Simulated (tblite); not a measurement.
Compound: C5H5O2 (doublet state).
Atom-mapped SMILES: `[CH:1]#[C:2][CH:3][CH2:4][O:5][CH:6]=[O:7]` (hydrogens: H8 on C1; H9 on C3; H10, H11 on C4; H12 on C6)
Bond orders are those of one Lewis drawing.

Computed with GFN2-xTB (tblite), gas phase: L-BFGS steps from a force-field or distance-geometry start until the largest atomic force falls under 0.01 eV/Å.

Step 110: E = -578.1672 eV
```
atom  x, y, z in Å  |  force x, y, z in eV/Å
C1      3.1870   -0.3226    0.6507   -0.010  -0.020  -0.006
C2      2.0862   -0.0640    0.2004   -0.002  -0.006   0.016
C3      0.8424    0.1973   -0.2812   -0.040  -0.007   0.018
C4     -0.3655   -0.4833    0.2478   -0.006  -0.035   0.020
O5     -1.3269    0.4816    0.7317    0.034  -0.010  -0.018
C6     -2.4467    0.6094    0.0518   -0.008   0.028  -0.027
O7     -2.7705    0.0028   -0.9265   -0.036  -0.001  -0.011
H8      4.1385   -0.5432    1.0315    0.022   0.020  -0.007
H9      0.7057    0.9347   -1.0553    0.016   0.028  -0.020
H10    -0.8681   -1.0695   -0.5381    0.033   0.012   0.005
H11    -0.1165   -1.1299    1.0920    0.007  -0.013   0.018
H12    -3.0642    1.3860    0.5338   -0.008   0.004   0.013
```

Step 111: E = -578.1677 eV
```
atom  x, y, z in Å  |  force x, y, z in eV/Å
C1      3.1903   -0.3151    0.6525   -0.019  -0.020  -0.006
C2      2.0860   -0.0674    0.2044   -0.008  -0.002   0.015
C3      0.8423    0.1889   -0.2803   -0.019  -0.001   0.009
C4     -0.3679   -0.4895    0.2457   -0.003  -0.025   0.007
O5     -1.3256    0.4784    0.7304    0.017  -0.006  -0.001
C6     -2.4466    0.6132    0.0536    0.000   0.053  -0.017
O7     -2.7762    0.0130   -0.9264   -0.032  -0.018  -0.018
H8      4.1433   -0.5273    1.0337    0.025   0.017  -0.005
H9      0.7082    0.9226   -1.0589    0.012   0.024  -0.014
H10    -0.8701   -1.0700   -0.5442    0.018  -0.001   0.001
H11    -0.1236   -1.1398    1.0883    0.010  -0.013   0.019
H12    -3.0586    1.3924    0.5398   -0.001  -0.007   0.010
```

Step 112: E = -578.1681 eV
```
atom  x, y, z in Å  |  force x, y, z in eV/Å
C1      3.1943   -0.3100    0.6531   -0.032  -0.015  -0.011
C2      2.0859   -0.0720    0.2093    0.004   0.004   0.016
C3      0.8421    0.1814   -0.2773   -0.004   0.014  -0.011
C4     -0.3707   -0.4956    0.2444    0.003  -0.005  -0.004
O5     -1.3252    0.4764    0.7275    0.013  -0.008   0.017
C6     -2.4471    0.6171    0.0536   -0.007   0.042  -0.029
O7     -2.7829    0.0195   -0.9261   -0.019  -0.005   0.006
H8      4.1505   -0.5120    1.0324    0.016   0.011  -0.004
H9      0.7105    0.9147   -1.0581    0.014   0.001   0.013
H10    -0.8706   -1.0706   -0.5499   -0.001  -0.015   0.000
H11    -0.1320   -1.1490    1.0864    0.009  -0.006   0.010
H12    -3.0534    1.3994    0.5434    0.005  -0.018  -0.003
```

Problem. Estimate the geometry and energy of step 113. (The exact step hangs on the optimiser's Hessian estimate; all steps are aligned on step 112, rigid shifts and turns removed.)

Solution. E = -578.1683 eV, largest force 0.032 eV/Å
```
atom  x, y, z in Å  |  force x, y, z in eV/Å
C1      3.1976   -0.3141    0.6497   -0.027  -0.011  -0.009
C2      2.0871   -0.0747    0.2120   -0.011   0.012   0.006
C3      0.8426    0.1837   -0.2715    0.017   0.007  -0.005
C4     -0.3715   -0.4935    0.2467    0.004   0.001  -0.008
O5     -1.3275    0.4792    0.7251    0.007  -0.005   0.012
C6     -2.4496    0.6162    0.0503   -0.007   0.019  -0.025
O7     -2.7855    0.0124   -0.9259   -0.012   0.009   0.017
H8      4.1562   -0.5146    1.0243    0.006   0.007  -0.005
H9      0.7126    0.9206   -1.0495    0.013  -0.003   0.018
H10    -0.8681   -1.0686   -0.5496   -0.004  -0.019   0.001
H11    -0.1357   -1.1469    1.0896    0.007  -0.003   0.008
H12    -3.0568    1.3993    0.5376    0.006  -0.015  -0.009
```

The energy changes by -0.0002 eV. The first-order estimate −F·Δx gives -0.0002 eV and the mean of the old and new forces, exact on a quadratic surface, -0.0002 eV. The step makes an angle of 83° with the force vector and moves no atom by more than 0.011 Å.

What follows is the cost of the whole relaxation. On Arm Neoverse V2, one thread, on a shared host, this took 0.45 s.
